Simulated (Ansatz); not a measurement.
The same molecule with X = B, Al, Ga. Ansatz, PBE0-D4/def2-TZVP geometries, multiplicity 1. Each molecule was computed in one conformer, which needn't be the lowest.

Scalar relativity is left out up to krypton.

```json
{"X": "Al", "molecule": "`[NH2][Al]([NH2])[F]`", "mean X–F bond length / Å": "1.652", "mean X–N bond length / Å": "1.758", "HOMO–LUMO gap (PBE/def2-TZVPP) / eV": "4.84", "HOMO energy (PBE0/def2-TZVPP) / eV": "-7.20", "HOMO energy (ωB97M-V/def2-TZVPP) / eV": "-9.58"}
{"X": "Ga", "molecule": "`[NH2][Ga]([NH2])[F]`", "mean X–F bond length / Å": "1.758", "mean X–N bond length / Å": "1.806", "HOMO–LUMO gap (PBE/def2-TZVPP) / eV": "4.72", "HOMO energy (PBE0/def2-TZVPP) / eV": "-7.38", "HOMO energy (ωB97M-V/def2-TZVPP) / eV": "-9.77"}
```

Task: Give the row for X = B, `NB(N)F`. (Estimate.)

Result: The calculation gave: 
```json
{"X": "B", "molecule": "`NB(N)F`", "mean X–F bond length / Å": "1.350", "mean X–N bond length / Å": "1.409", "HOMO–LUMO gap (PBE/def2-TZVPP) / eV": "5.69", "HOMO energy (PBE0/def2-TZVPP) / eV": "-7.15", "HOMO energy (ωB97M-V/def2-TZVPP) / eV": "-9.53"}
```

From B to Ga the mean X–F bond length rises at each step, by 0.408 Å in all; the mean X–N bond length rises at each step, by 0.397 Å in all; the HOMO–LUMO gap (PBE/def2-TZVPP) falls at each step, by 0.97 eV in all; the HOMO energy (PBE0/def2-TZVPP) falls at each step, by 0.23 eV in all; the HOMO energy (ωB97M-V/def2-TZVPP) falls at each step, by 0.24 eV in all.
